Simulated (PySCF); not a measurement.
## LiIn⁺: frontier orbitals

UHF at R = 3.230 Å; Li def2-SVPD, In def2-SVPD with ECP28; scalar-relativistic core potentials (PySCF 2.14). State: ²Σ⁺ (doublet), unpaired electrons σ ↑. Only the outer orbitals are listed, counted within each symmetry, core potentials removing the inner ones.

| spin | orbital | occ. | ε (eV) | on Li (%) | main shells (%) |
| --- | --- | --- | --- | --- | --- |
| α | 1δ | 1 | -32.47 | 0 | 100 In d |
| α | 1δ | 1 | -32.47 | 0 | 100 In d |
| α | 2π | 1 | -32.32 | 0 | 100 In d |
| α | 2π | 1 | -32.32 | 0 | 100 In d |
| α | 4σ | 1 | -32.29 | 0 | 100 In d |
| α | 5σ | 1 | -16.27 | 5 | 95 In s |
| α | 6σ | 1 | -10.80 | 26 | 69 In p, 17 Li s, 9 Li p |
| α | 3π | 0 | -3.91 | 25 | 73 In p, 25 Li p |
| α | 3π | 0 | -3.91 | 25 | 73 In p, 25 Li p |
| α | 7σ | 0 | -3.66 | 92 | 70 Li s, 22 Li p |
| β | 1δ | 1 | -32.47 | 0 | 100 In d |
| β | 1δ | 1 | -32.47 | 0 | 100 In d |
| β | 2π | 1 | -32.25 | 0 | 100 In d |
| β | 2π | 1 | -32.25 | 0 | 100 In d |
| β | 4σ | 1 | -32.18 | 0 | 100 In d |
| β | 5σ | 1 | -14.91 | 0 | 99 In s |
| β | 6σ | 0 | -4.01 | 77 | 76 Li s, 23 In p |
| β | 3π | 0 | -3.59 | 21 | 78 In p, 21 Li p |
| β | 3π | 0 | -3.59 | 21 | 78 In p, 21 Li p |

Q: Which are the highest filled and the lowest empty level, where do they sit, and how wide is the gap?

A: Highest filled α 6σ at -10.80 eV (in %: 69 In p, 17 Li s, 9 Li p); lowest empty β 6σ at -4.01 eV (in %: 76 Li s, 23 In p); the gap at UHF is 6.79 eV.

The bond order (Mayer) is 0.42 and the ⟨S²⟩ is 0.770. The charge on Li (Mulliken, basis-dependent) is 0.69, the charge on Li (Löwdin, basis-dependent) is 0.52 and the dipole moment (positive dipole points towards In; it is taken about the centre of mass and depends on that origin) is -9.32 D. The polarisability along the bond is 104.9 bohr³ and the polarisability across the bond is 54.8 bohr³.

Spin–orbit coupling is left out. The state is the lowest determinant that a PBE0 search found; another state may lie lower at other levels.
